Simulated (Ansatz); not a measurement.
Species: [Y(OH)(Br)2] (charge 0, multiplicity 1).

**Question.** Give a relaxed geometry from PBE-D3(BJ)/def2-SVP run with Ansatz (a program for electronic structure).

**Answer.** This is not unique; one that fits is the end point of this relaxation, one of several conformers.
Cartesian coordinates (Å) in one orientation:
```xyz
5

Y      0.072     0.068     0.124
O      0.460    -1.756     0.812
H      0.653    -2.643     1.149
Br     1.452     2.095     1.059
Br    -1.769     0.367    -1.723
```
